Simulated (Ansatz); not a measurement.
The same path of C₂H₆ClGaO (11 atoms, charge 0, multiplicity 1) was run 3 times with different band settings. Lost on the way: C4–H5. Made: O2–H5.

Theory: RHF/def2-SVP (Ansatz).

Relaxed end points:

```xyz
11
Properties=species:S:1:pos:R:3
Ga -0.233 -0.519 0.408
O 0.480 0.693 -0.648
C 1.588 0.694 -1.486
C -1.853 -0.187 1.458
H -2.195 0.838 1.318
Cl 0.830 -2.412 0.455
H 2.193 -0.212 -1.386
H 2.225 1.553 -1.260
H 1.275 0.777 -2.531
H -1.660 -0.355 2.519
H -2.649 -0.869 1.153
```

```xyz
11
Properties=species:S:1:pos:R:3
Ga -0.418 -1.105 0.746
O 0.340 0.582 -0.227
C 1.319 0.786 -1.235
C -1.962 -0.633 1.530
H -0.216 1.341 -0.097
Cl 1.041 -2.527 0.024
H 1.906 -0.122 -1.298
H 1.961 1.621 -0.961
H 0.837 0.978 -2.192
H -2.264 0.408 1.591
H -2.543 -1.329 2.122
```

Common settings: movable images 5; climbing image yes; spring 5.0 eV/Å²; start path through a guess of the saddle point; force threshold 0.05 eV/Å; end points relaxed.

| run | optimiser | iteration limit | largest step |
| --- | --- | --- | --- |
| 1 | quadratic models (default) | 60 | default |
| 2 | lbfgs | 60 | 0.02 Å |
| 3 | quadratic models (default) | 3 | default |

Q: What does each run give, and how far can it be trusted?

A: Run 1: converged after 16 iterations, highest image 3.523 eV above the first end. Neighbouring images differ by up to 2.5 eV, so the band resolves the path poorly. A vibrational analysis at the climbing image gives one clearly imaginary mode, 1242i cm⁻¹: a first-order saddle point.
Run 2: not converged after 60 iterations, highest image 3.384 eV above the first end. The band didn't meet its force threshold, so its energies are provisional: the largest band force was still 0.13 eV/Å, and over the last iterations the top stayed at 3.38 eV.
Run 3: not converged after 3 iterations, highest image 3.445 eV above the first end. The band didn't meet its force threshold, so its energies are provisional: the largest band force was still 2.13 eV/Å, and over the last iterations the top moved between 3.44 and 5.49 eV.
The orbitals stay closed-shell, which can raise the energy where a bond breaks towards radicals; this wasn't checked here.
